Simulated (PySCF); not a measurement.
## Polarisability and C₆ of Se(3+) (selenium, charge +3)

[Ar] 3d10 4s2 4p1, 2P determinant. Calculation: PySCF 2.14, in aug-cc-pVQZ-PP with one added diffuse shell each of s, p, d, f, g type with ECP10MDF (8s7p6d4f3g, 114 functions); scalar relativity through the core potential. Coupled (time-dependent) response in atomic units; α is the mean over directions.

| method | mean α (bohr³) | α xx, yy, zz | C₆ (like pair) | S(−4) |
| --- | --- | --- | --- | --- |
| HSE06 | 6.566 | 6.700, 6.298, 6.700 | 22.62 | 15.11 |

S(−4) is the Cauchy moment in α(ω) = α(0) + S(−4) ω² + …

Spin-orbit coupling is absent.

α(iu) at HSE06:

```json
{"u (hartree)": "0", "α(iu) (bohr³)": "6.566"}
{"u (hartree)": "0.0500", "α(iu) (bohr³)": "6.528"}
{"u (hartree)": "0.100", "α(iu) (bohr³)": "6.418"}
{"u (hartree)": "0.200", "α(iu) (bohr³)": "6.017"}
{"u (hartree)": "0.300", "α(iu) (bohr³)": "5.456"}
{"u (hartree)": "0.500", "α(iu) (bohr³)": "4.232"}
{"u (hartree)": "0.750", "α(iu) (bohr³)": "2.991"}
{"u (hartree)": "1.00", "α(iu) (bohr³)": "2.163"}
{"u (hartree)": "1.50", "α(iu) (bohr³)": "1.269"}
{"u (hartree)": "2.00", "α(iu) (bohr³)": "0.8458"}
{"u (hartree)": "3.00", "α(iu) (bohr³)": "0.4717"}
{"u (hartree)": "5.00", "α(iu) (bohr³)": "0.2206"}
```

A single London oscillator, α(iu) = α/(1 + u²/ω²), gives C₆ = (3/4) ω α². Matching the computed C₆ needs ω = 4 × 22.62 / (3 × 6.566²) = 0.700 hartree.

For an ion, C₆ is the dispersion term alone; charge-induced terms of lower order in 1/R come first.

The components differ because the open shell of this determinant is not spherical; for a pure term their mean is the scalar polarisability.

Energies and moments cover only the electrons outside the core potential.
